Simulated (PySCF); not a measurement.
# Dipole moment and polarisability of `FCC[SiH2][SiH2]S[SiH3]`

Species: C2H11FSSi3.
SMILES with atom numbers: `[F:1][CH2:2][CH2:3][SiH2:4][SiH2:5][S:6][SiH3:7]` (hydrogens: H8, H9 on C2; H10, H11 on C3; H12, H13 on Si4; H14, H15 on Si5; H16, H17, H18 on Si7)

Cartesian coordinates in Å at the GFN2-xTB level; atoms count from 1:
```
atom  x, y, z in Å
F1    -1.9526    1.3568    0.9596
C2    -2.6281    0.1579    0.8420
C3    -2.3603   -0.4715   -0.5085
Si4   -0.4959   -0.7722   -0.8140
Si5    0.6506    1.2414   -0.7996
S6     2.5779    0.9852   -1.7684
Si7    3.6548   -0.3100   -0.4613
H8    -2.2697   -0.4767    1.6585
H9    -3.6879    0.3897    0.9944
H10   -2.7718    0.1729   -1.2857
H11   -2.9103   -1.4102   -0.5489
H12   -0.0660   -1.7077    0.2440
H13   -0.4229   -1.5262   -2.0741
H14    0.0866    2.3063   -1.6225
H15    0.9671    1.7785    0.5233
H16    4.9779   -0.3789   -1.0527
H17    2.9714   -1.5998   -0.4389
H18    3.6704    0.2709    0.8766
```

Level: CAM-B3LYP/def2-SVPD (PySCF), static field, nuclei fixed, core orbitals frozen in the response. The polarisability tensor in these axes (au):

```
x   155.70   0.02  -6.46
y     0.02 118.85  -2.61
z    -6.46  -2.61 111.94
```

Problem. What are the eigenvalues, a third of the trace, and Δα (Δα² = ½Σ(αi − αj)² over the three pairs)?

Solution. Principal values 110.24, 119.62 and 156.64 au; mean 128.83 au = 19.09 Å³ = 21.24 × 10⁻⁴⁰ C²·m²/J; Δα = 42.49 au (33 % of the mean).

Problem. What is the dipole moment, and where does it point?

Solution. (-2.14, -1.96, 0.98) D, 3.07 D in size, pointing from the negative to the positive side. Measured along this direction, the outermost atoms are H16 at the negative end and H11 and H9 at the positive end.

Problem. Sum over states: ᾱ = Σ f/ω², ω in Eh. What share falls to these 8 lowest TDDFT singlets (eV, f)? 5.52, 0.0174; 6.06, 0.0014; 6.21, 0.0056; 6.66, 0.0159; 6.78, 0.0140; 6.91, 0.0996; 7.04, 0.0104; 7.14, 0.0265.

Solution. They add up to 3.13 au, 2.4 % of the 128.83 au; the largest single term is 1.54 au, from the state at 6.91 eV. Terms in order: 0.42, 0.03, 0.11, 0.27, 0.23, 1.54, 0.16, 0.39 au. Higher excitations give the rest. The strengths listed sum to 0.191.

Problem. Find the Langevin capture rate constant for NH4+ (18.034 u) meeting this molecule (169.987 u), k = 2.342 × 10⁻⁹ cm³/s × √(α in Å³ / reduced mass in u).

Solution. The reduced mass is 16.30 u, so k = 2.53 × 10⁻⁹ cm³/s. The formula leaves out the permanent dipole, which adds to the capture rate.

Problem. What are the principal values of the traceless quadrupole moment, Θ = ½Σq(3rr − r²1), about the centre of nuclear charge?

Solution. -8.87, -2.28, 11.14 D·Å. The values depend on the origin, since the dipole doesn't vanish. The electronic extent ⟨r²⟩ about the same centre is 2379 bohr², a root-mean-square distance of 2.72 Å for the 90 electrons.

Problem. Molar refractivity from α?

Solution. Lorentz–Lorenz: R = (4π/3)N_A α = 2.5225 cm³/(mol·Å³) × 19.09 Å³ = 48.2 cm³/mol, in the limit of long wavelengths.

Isolated species at its GFN2-xTB geometry (one conformer only).
